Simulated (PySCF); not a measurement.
Compound: C5H7F5O.
SMILES with atom numbers: `[CH3:1][O:2][C@H:3]([CH3:4])[C:5]([F:6])([F:7])[C:8]([F:9])([F:10])[F:11]` (hydrogens: H12, H13, H14 on C1; H15 on C3; H16, H17, H18 on C4)

Geometry (PBE0-D3(BJ)/def2-SVP, Å), atoms numbered from 1 in this order:
```xyz
18
C5H7F5O angstrom
C      1.7083   -1.4127   -0.3405
O      0.9166   -0.7159    0.5850
C      0.4761    0.5514    0.2132
C      0.1467    1.3262    1.4725
C     -0.6914    0.4833   -0.7841
F     -0.2263    0.1075   -1.9983
F     -1.2344    1.7097   -0.9253
C     -1.8393   -0.4921   -0.4486
F     -1.4301   -1.7507   -0.5286
F     -2.3063   -0.2725    0.7777
F     -2.8358   -0.3220   -1.3090
H      2.1284   -2.2801    0.1863
H      2.5414   -0.7851   -0.7093
H      1.1312   -1.7726   -1.2078
H      1.2616    1.0915   -0.3573
H     -0.5972    0.7897    2.0749
H      1.0643    1.4271    2.0674
H     -0.2358    2.3262    1.2324
```

The closed-shell ground state was solved at several levels (PySCF, density fitting, gas phase, non-relativistic).

```csv
level,basis functions,HOMO (eV),LUMO (eV),gap (eV),dipole (D)
B3LYP/def2-SVPD,294,-7.92,0.34,8.26,2.28
PBE0/pcSseg-1,222,-8.04,1.36,9.40,2.19
```

Task: What might B3LYP/pcJ-1 (367 basis functions) give for the same quantities?

Result: HOMO -7.79 eV, LUMO 1.06 eV, gap 8.85 eV, dipole 2.15 D.

Task: Over all these levels, which gives the widest orbital gap and which the narrowest?

Result: PBE0/pcSseg-1 (global hybrid, 25 % exact exchange) has the widest, 9.40 eV, and B3LYP/def2-SVPD (global hybrid, 20 % exact exchange) the narrowest, 8.26 eV. Functional and basis both differ between the two, so the spread mixes both effects.

Task: How far do the dipole and the HOMO energy spread over the levels?

Result: The dipole runs from 2.15 to 2.28 D (mean 2.21 D) and the HOMO from -8.04 to -7.79 eV.

One conformer stands for the species.
